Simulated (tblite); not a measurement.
Compound: C4H10B2FN.
SMILES with atom numbers: `[BH2:1][NH:2][B:3](/[CH:4]=[CH:5]\[F:6])[CH2:7][CH3:8]` (hydrogens: H9, H10 on B1; H11 on N2; H12 on C4; H13 on C5; H14, H15 on C7; H16, H17, H18 on C8)

Computed with GFN2-xTB (tblite), gas phase: L-BFGS steps from a force-field or distance-geometry start until the largest atomic force falls under 0.01 eV/Å.

Geometry at step 21:
```
atom  x, y, z in Å
B1      2.5154   -1.1759   -0.0279
N2      1.6072   -0.4049   -0.7568
B3      0.2711    0.0465   -0.4910
C4     -0.0420    1.5813   -0.3013
C5      0.1540    2.2059    0.8480
F6      0.6804    1.6180    1.9433
C7     -0.9373   -0.9760   -0.5014
C8     -2.1841   -0.6893    0.3462
H9      2.2178   -1.7450    0.9485
H10     3.6232   -1.1588   -0.3943
H11     2.0267    0.1434   -1.4974
H12    -0.4895    2.1923   -1.0808
H13    -0.1085    3.2295    1.0735
H14    -1.2658   -1.0209   -1.5493
H15    -0.5740   -1.9735   -0.2599
H16    -3.0576   -1.1987   -0.0671
H17    -2.4123    0.3747    0.3911
H18    -2.0337   -1.0423    1.3649
```

Problem. What forces act on the atoms?

Solution. 
```
atom  Fx (eV/Å)  Fy (eV/Å)  Fz (eV/Å)
  B1     -0.041      0.099     -0.051
  N2     -0.075      0.232     -0.029
  B3     -0.275      0.000     -0.015
  C4      0.156      0.010      0.057
  C5     -0.094      0.110      0.027
  F6     -0.010     -0.091     -0.176
  C7     -0.148     -0.152      0.060
  C8     -0.043      0.021      0.051
  H9     -0.204     -0.011     -0.076
 H10      0.194     -0.162     -0.050
 H11      0.162      0.125      0.149
 H12      0.055     -0.213      0.086
 H13      0.020      0.117     -0.020
 H14      0.142      0.020      0.033
 H15     -0.025     -0.144     -0.042
 H16      0.121     -0.003      0.096
 H17      0.067     -0.023     -0.061
 H18     -0.003      0.066     -0.038
```

The largest, 0.28 eV/Å, acts on B3; the rms over all components is 0.107 eV/Å. The forces sum to zero within rounding, as they must for an isolated molecule in no field.

Problem. Give the force on B3 in Eh/bohr and in nN.

Solution. 0.275 eV/Å ÷ 51.422 = 0.00536 Eh/bohr, and 0.275 eV/Å × 1.602 = 0.44 nN.

Problem. How far is this geometry from the end of the optimisation?

Solution. 0.448 eV above it, and 0.748 Å rms away after alignment. The bonds farthest from their final lengths, with half the difference of the two atoms' forces along the bond (positive lengthens):

| bond | now (Å) | final (Å) | force along bond (eV/Å) |
| --- | --- | --- | --- |
| N2–B3 | 1.435 | 1.419 | +0.06 |
| B1–N2 | 1.397 | 1.406 | +0.04 |
| B3–C4 | 1.578 | 1.570 | -0.03 |
| B3–C7 | 1.583 | 1.590 | 0.00 |
| B1–H10 | 1.167 | 1.172 | +0.11 |
| C4–H12 | 1.087 | 1.082 | -0.05 |

The angle farthest from its final value is B3–C4–C5, 122.3° against 127.7°.

What follows is the cost of the whole relaxation. The run took 0.91 s wall on one thread, Arm Neoverse V1 (aarch64), no GPU, shared host with 64 logical CPUs at a one-minute load of 30.
